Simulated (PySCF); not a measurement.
These compounds are isomers of formula C$_{7}$H$_{6}$O.

A. `C#CC(=O)C(=C)C=C`
B. 4-methylene-2,5-cyclohexadiene-1-one (SMILES C1=CC(=C)C=CC1=O)
C. SMILES C#CC#CCC(C)=O

Spectrum 1. ¹H NMR (400 MHz, computed): δ 7.32 (d, 2H), 6.53 (d, 2H), 6.11 (s, 2H). ¹³C{¹H} NMR (computed): δ 189.1 (C), 145.7 (C), 144.4 (CH), 138.3 (CH2), 137.1 (CH).

Spectrum 2. ¹H NMR (400 MHz, computed): δ 6.81 (m, 1H), 6.23 (br s, 1H), 6.13 (m, 1H), 5.87 (m, 1H), 5.64 (br s, 1H), 2.90 (s, 1H). ¹³C{¹H} NMR (computed): δ 183.8 (C), 155.8 (C), 141.7 (CH), 133.0 (CH2), 129.8 (CH2), 92.1 (CH), 86.7 (C).

Spectrum 3. ¹H NMR (400 MHz, computed): δ 3.29 (s, 2H), 2.48 (s, 3H), 1.39 (s, 1H). ¹³C{¹H} NMR (computed): δ 205.9 (C), 78.6 (C), 75.9 (C), 74.2 (CH), 73.6 (C), 37.4 (CH2), 30.3 (CH3).

No relativistic terms, one computed conformer, averaged over atoms made equivalent by symmetry, fast rotation or ring inversion, no solvent. GIAO PBE0/pcSseg-1 shieldings; geometry from GFN2-xTB; PySCF.

Shifts are taken against calculated references (same method and geometry level): ¹H (31.72 ppm) and ¹³C (186.93 ppm) against TMS. Where no couplings were computed, multiplicities follow the n + 1 count of equivalent neighbours, and m marks all less simple cases (inequivalent or close neighbours, rings, F or P nearby). Shifts are as computed. Against solution values, carbons near 30 ppm lie about +3 ppm off and those near 130 ppm about +5 ppm. Of 1211 compounds with measured shifts, 218 miss one by over three times the rms of a fit or turn the order of signals round; such compounds aren't used in these exercises.

Task: Match each spectrum to its structure.

Result: 1–B, 2–A, 3–C.

- Spectrum 1 (B): 5 ¹³C signals; δC 189.1 is a ketone carbonyl carbon; δC 145.7 is a fully substituted alkene carbon.
- Spectrum 2 (A): 7 ¹³C signals; δC 155.8 is an α carbon of a C=C–C=O unit; δC 141.7 is an alkene CH.
- Spectrum 3 (C): 7 ¹³C signals; δC 205.9 is a ketone carbonyl carbon; δC 78.6 is an alkyne carbon.
